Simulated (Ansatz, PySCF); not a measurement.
BeH₂, SMILES [BeH2].

Coordinates come from a PBE0-D3(BJ)/def2-TZVPD optimisation. The isomer is the one that the SMILES or the coordinates give; other isomers of the formula were not compared.

Vertical ionisation energy (IE) and electron affinity (EA) in eV. Rows of orbital energies are one-electron estimates. Where ΔSCF, EOM or ADC give a negative EA the extra electron is unbound and the value depends on the basis.

```
level                                                                       IE     EA
-----------------------------------------------------------------------  -----  -----
−ε(HOMO), −ε(LUMO), HF/def2-TZVPD (PySCF)                                12.18  -1.09
−ε(HOMO), −ε(LUMO), B3LYP/def2-TZVPD (PySCF)                              8.65   1.10
−ε(HOMO), −ε(LUMO), PBE/def2-TZVPD (PySCF)                                7.48   1.64
ΔSCF, ωB97X-V/def2-TZVPD (Ansatz), final states of multiplicity 2 and 2  11.99  -0.75
ΔSCF, PBE/def2-TZVPD (Ansatz), final states of multiplicity 2 and 2        [?]    [?]
```

Some entries are withheld; supply them. (The exact figures need the calculation; the answer reports its results.)


- ΔSCF, PBE/def2-TZVPD (Ansatz, an electronic-structure program), final states of multiplicity 2 and 2, IE: 11.60
- ΔSCF, PBE/def2-TZVPD (Ansatz), final states of multiplicity 2 and 2, EA: -0.38

What vertical singlet–triplet gap does ΔSCF give with ωB97X-V/def2-TZVPD (Ansatz) and with PBE/def2-TZVPD (Ansatz)? (The exact figures need the calculation; the answer reports its results.)

6.21 and 5.46 eV (triplet above singlet where positive).
